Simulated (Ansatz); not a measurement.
Relaxation of BFH₃NOSi (8 atoms, charge 0, multiplicity 1), to a largest force component of 0.015 eV/Å in at most 40 steps.

Level of theory: RKS PBE-D4/def2-SVP (Ansatz 0.2.0).

```xyz
8
Properties=species:S:1:pos:R:3
N 0.711 1.083 1.399
B 0.235 -0.133 0.647
O -0.906 -0.905 0.157
Si -0.005 -2.076 0.751
F 0.693 -2.960 -0.593
H -0.205 1.699 1.558
H 1.278 1.684 0.729
H -0.718 -2.839 1.774
```

Question: Where does it end, and by what steps?

Answer: The run converged. After 12 steps the energy has fallen by 2.096 eV; H6 moved furthest, 0.69 Å.

| step | energy less start (eV) | largest force component (eV/Å) | accepted |
| --- | --- | --- | --- |
| 0 | 0.0000 | 5.695 | yes |
| 1 | -1.1423 | 3.125 | yes |
| 2 | -1.7218 | 1.562 | yes |
| 3 | -1.9437 | 0.995 | yes |
| 4 | -2.0422 | 0.509 | yes |
| 5 | -2.0205 | 0.709 | no |
| 6 | -2.0857 | 0.347 | yes |
| 7 | -2.0839 | 0.634 | no |
| 8 | -2.0948 | 0.146 | yes |
| 9 | -2.0953 | 0.091 | yes |
| 10 | -2.0949 | 0.096 | no |
| 11 | -2.0960 | 0.021 | yes |
| 12 | -2.0960 | 0.008 | yes |

```xyz
8
Properties=species:S:1:pos:R:3
N 0.515 1.161 1.058
B 0.141 -0.170 0.886
O -1.058 -0.769 0.527
Si 0.116 -2.066 0.722
F 0.425 -2.862 -0.677
H -0.143 1.929 0.910
H 1.455 1.448 1.324
H -0.369 -3.118 1.671
```

Whether the end is a true minimum wasn't checked by a vibrational analysis.

The run took 45 s on 1 thread of Arm Neoverse V1 (shared host), peak memory 0.17 GiB.
